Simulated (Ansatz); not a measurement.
Tuning the range parameter of LC-ωPBE so that −HOMO meets the ionisation energy; basis def2-SVP, Ansatz. System: TTF (C6H4S4). Total charge 0; singlet. Geometry: PBE0-D4/def2-SVP. The ionised state is a doublet.

Geometry of the singlet:

```xyz
14

C    -1.073    3.006   -0.580
C    -1.014    2.490   -1.815
S    -0.466    0.843   -1.988
C    -0.218    0.586   -0.255
C     0.226   -0.584    0.254
S     0.605   -1.985   -0.755
C     1.070   -3.007    0.580
C     1.011   -2.492    1.815
S     0.475   -0.840    1.987
S    -0.597    1.988    0.754
H    -1.399    4.021   -0.349
H    -1.285    3.029   -2.724
H     1.389   -4.025    0.350
H     1.276   -3.032    2.725
```

```
ω (1/bohr)  HOMO (eV)  LUMO (eV)  vertical IE (eV)  HOMO + IE (eV)
       0.1      -5.15      -0.16              6.17            1.02
      0.15      -5.67       0.37              6.25            0.58
       0.3      -6.66       1.36              6.55           -0.11
```

(1) Estimate the row for 0.2 bohr⁻¹.

(2) Where does the tuning condition hold?

Answers

(1) 
```json
{"ω (1/bohr)": "0.2", "HOMO (eV)": "-6.07", "LUMO (eV)": "0.79", "vertical IE (eV)": "6.34", "HOMO + IE (eV)": "0.27"}
```

(2) Near ω = 0.27 bohr⁻¹, by linear interpolation.
